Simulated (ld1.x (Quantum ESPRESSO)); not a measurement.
## Configuration tests for P (TM semilocal)

phosphorus (P), norm-conserving Troullier–Martins (semilocal form), made with ld1.x (Quantum ESPRESSO) 7.5 (PBE, non-relativistic). Core [Ne], reference 3s2 3p1 (charge +2). Waves: 3s (bound): rc 1.55 bohr; 3p (bound): rc 1.35 bohr; 3d channel at 0.05 Ry: rc 1.20 bohr. Local part: the d channel. Core correction: a·sin(br)/r model core inside 0.80 bohr.

Energies are relative to the spin-unpolarised reference configuration 3s2 3p1; without spin polarisation the order of configurations can differ from experiment.

```
valence configuration  charge  ΔE all-electron (eV)  error AE − PS (meV)
              3s2 3p3       0               -28.901                  +24
              3s2 3p0      +3                29.749                  +13
              3s0 3p5       0               -11.878                  +18
              3s1 3p3      +1               -10.134                 +7.3
            3s2 3p2.5    +0.5               -25.120                  +17
```

Task: What are ΔE and the potential's error for 3s2 3p3.3?

Result: ΔE = -30.211 eV all-electron; the error (AE − PS) is +28 meV.

Task: What are ΔE and the potential's error for 3s2 3p2?

Result: ΔE = -19.159 eV all-electron; the error (AE − PS) is +8.8 meV.
